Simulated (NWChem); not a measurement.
System: SbBr₃; SMILES [Br][Sb]([Br])[Br]

Excerpt of the output:

```
             Northwest Computational Chemistry Package (NWChem) 7.3.0
             --------------------------------------------------------

                             Geometry "geometry" -> ""
                             -------------------------

 Output coordinates in angstroms (scale by  1.889725989 to convert to a.u.)

  No.       Tag          Charge          X              Y              Z
 ---- ---------------- ---------- -------------- -------------- --------------
    1 Sb                  51.0000     0.00000000     0.00000000     0.80678300
    2 Br                  35.0000     0.80724600    -2.05642800    -0.40383200
    3 Br                  35.0000     1.37729600     1.72731000    -0.40383200
    4 Br                  35.0000    -2.18454200     0.32911800    -0.40383200

 Effective nuclear repulsion energy (a.u.)    1633.1138742223

                                 NWChem DFT Module
                                 -----------------

 Summary of "ao basis" -> "ao basis" (spherical)
 ------------------------------------------------------------------------------
       Tag                 Description            Shells   Functions and Types
 ---------------- ------------------------------  ------  ---------------------
 Sb                        def2-svpd                12       32   5s4p3d
 Br                        def2-svpd                15       41   6s5p4d

            General Information
            -------------------
          SCF calculation type: DFT
          Wavefunction type:  closed shell.
          No. of atoms     :     4
          No. of electrons :   128
           Alpha electrons :    64
            Beta electrons :    64
          Charge           :     0
          Spin multiplicity:     1
          Use of symmetry is: off; symmetry adaption is: off
          Maximum number of iterations: 150
          AO basis - number of functions:   155
                     number of shells:    57
          Convergence on energy requested:  1.00D-06
          Convergence on density requested:  1.00D-05
          Convergence on gradient requested:  5.00D-04

              XC Information
              --------------
                       M06-2X Method XC Functional
                     Hartree-Fock (Exact) Exchange  0.540
                        M06-2X Exchange Functional  1.000
                      M06-2X Correlation Potential  1.000

             Grid Information
             ----------------
          Grid used for XC integration:  medium
          Radial quadrature: Mura-Knowles
          Angular quadrature: Lebedev.
          Tag              B.-S. Rad. Rad. Pts. Rad. Cut. Ang. Pts.
          ---              ---------- --------- --------- ---------
          Sb                  1.45      123          12.0       590
          Br                  1.15      112          14.0       590
          Grid pruning is: on
          Number of quadrature shells:   459
          Spatial weights used:  Erf1

      Superposition of Atomic Density Guess
      -------------------------------------

 Sum of atomic energies:       -7993.87335551

      Non-variational initial energy
      ------------------------------

 Total energy =   -7955.898582
 1-e energy   =  -13193.747932
 2-e energy   =    4222.316520
 HOMO         =      -0.294789
 LUMO         =      -0.018729

   convergence    iter        energy       DeltaE   RMS-Dens  Diis-err
 ---------------- ----- ----------------- --------- --------- ---------
 d= 0,ls=0.0,diis     1  -7961.8778004887 -8.98D+03  1.09D-02  6.23D-01
 d= 0,ls=0.0,diis     2  -7961.8480622837  2.97D-02  5.79D-03  7.19D-01
 d= 0,ls=0.0,diis     3  -7961.9621850146 -1.14D-01  7.27D-04  1.09D-02
 d= 0,ls=0.0,diis     4  -7961.9633104662 -1.13D-03  1.54D-04  7.93D-04
 d= 0,ls=0.0,diis     5  -7961.9633827147 -7.22D-05  7.56D-05  1.41D-05
  Resetting Diis
 d= 0,ls=0.0,diis     6  -7961.9633873228 -4.61D-06  1.16D-05  1.64D-06
 d= 0,ls=0.0,diis     7  -7961.9633877145 -3.92D-07  5.98D-06  1.05D-07

         Total DFT energy =    -7961.963387714498
      One electron energy =   -13194.681167059671
           Coulomb energy =     4510.861093046841
    Exchange-Corr. energy =     -293.676142933304
 Nuclear repulsion energy =     1015.532829231636

 Numeric. integr. density =      128.000000540667

                       DFT Final Molecular Orbital Analysis
                       ------------------------------------

 Vector   62  Occ=2.000000D+00  E=-3.626094D-01
              MO Center= -6.5D-01,  8.3D-02, -3.4D-01, r^2= 6.0D+00
   Bfn.  Coefficient  Atom+Function         Bfn.  Coefficient  Atom+Function
  ----- ------------  ---------------      ----- ------------  ---------------
   130      0.342532  4 Br px               127      0.290592  4 Br px
   132     -0.288854  4 Br pz               129     -0.264271  4 Br pz
    89      0.251854  3 Br px                48      0.235914  2 Br px
    86      0.222818  3 Br px                45      0.210906  2 Br px
   124     -0.193401  4 Br px               126      0.173796  4 Br pz

 Vector   63  Occ=2.000000D+00  E=-3.577648D-01
              MO Center= -2.4D-04, -1.4D-05, -3.8D-01, r^2= 6.4D+00
   Bfn.  Coefficient  Atom+Function         Bfn.  Coefficient  Atom+Function
  ----- ------------  ---------------      ----- ------------  ---------------
   131     -0.352332  4 Br py                48      0.331647  2 Br px
   128     -0.311906  4 Br py                45      0.293591  2 Br px
    89     -0.278563  3 Br px                86     -0.246593  3 Br px
    90      0.222069  3 Br py               125      0.205946  4 Br py
    87      0.196588  3 Br py                42     -0.193853  2 Br px

[...]
```

Level: M06-2X/def2-SVPD with def2 effective core potentials on Sb, vertical spin-unrestricted ions. Coordinates come from a PBE0/def2-SVP optimisation. Not confirmed as a minimum by frequencies. def2 effective core potentials on Sb; no spin-orbit coupling.

### Question
Write an input that gives this output.

### Answer
One answer among several that fit: the input that was run:
```
start job
memory heap 200 mb stack 900 mb global 1100 mb
geometry units angstroms noautosym nocenter noautoz
  Sb     0.000000     0.000000     0.806783
  Br     0.807246    -2.056428    -0.403832
  Br     1.377296     1.727310    -0.403832
  Br    -2.184542     0.329118    -0.403832
end
basis spherical
  * library def2-svpd
end
ecp
  Sb library def2-ecp
end
dft
  xc m06-2x
  iterations 150
  vectors input atomic output neutral.movecs
end
task dft energy
charge 1
dft
  odft
  mult 2
  vectors input atomic output cation.movecs
end
task dft energy
charge -1
dft
  odft
  mult 2
  vectors input atomic output anion.movecs
end
task dft energy
```
